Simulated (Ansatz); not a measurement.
Start from `[PH2][GeH2][SH]` and change one atom or group to get `[SiH3][GeH2][SH]`.

Ansatz, PBE0-D4/def2-TZVP geometries, multiplicity 1. Each molecule was computed in one conformer, which needn't be the lowest.

Scalar relativity is left out up to krypton.

```json
{"property": "LUMO energy (ωB97M-V/def2-TZVPP) / eV", "`[PH2][GeH2][SH]`": "1.31"}
{"property": "HOMO energy (PBE/def2-TZVPP) / eV", "`[PH2][GeH2][SH]`": "-5.94"}
{"property": "HOMO energy (ωB97M-V/def2-TZVPP) / eV", "`[PH2][GeH2][SH]`": "-9.16"}
{"property": "LUMO energy (B3LYP/def2-TZVPP) / eV", "`[PH2][GeH2][SH]`": "-0.80"}
{"property": "HOMO energy (B3LYP/def2-TZVPP) / eV", "`[PH2][GeH2][SH]`": "-6.85"}
{"property": "LUMO energy (PBE/def2-TZVPP) / eV", "`[PH2][GeH2][SH]`": "-1.42"}
```

(1) What does the change do to each property? (Best estimate.)

## Answers

(1) The calculation gave: 
```csv
property,`[SiH3][GeH2][SH]`,shift
LUMO energy (ωB97M-V/def2-TZVPP) / eV,1.46,0.15
HOMO energy (PBE/def2-TZVPP) / eV,-6.04,-0.10
HOMO energy (ωB97M-V/def2-TZVPP) / eV,-9.47,-0.31
LUMO energy (B3LYP/def2-TZVPP) / eV,-0.54,0.26
HOMO energy (B3LYP/def2-TZVPP) / eV,-7.02,-0.17
LUMO energy (PBE/def2-TZVPP) / eV,-1.18,0.24
```

With PBE0 the HOMO falls by 0.17 eV and the LUMO rises by 0.22 eV, so the gap widens by about 0.39 eV. PBE moves the HOMO by -0.10 eV and ωB97M-V by -0.31 eV. The zero-point energy changes by 17.7 kJ/mol with +3 modes.

B3LYP here is the variant with VWN-RPA as its local correlation; programs differ in this.
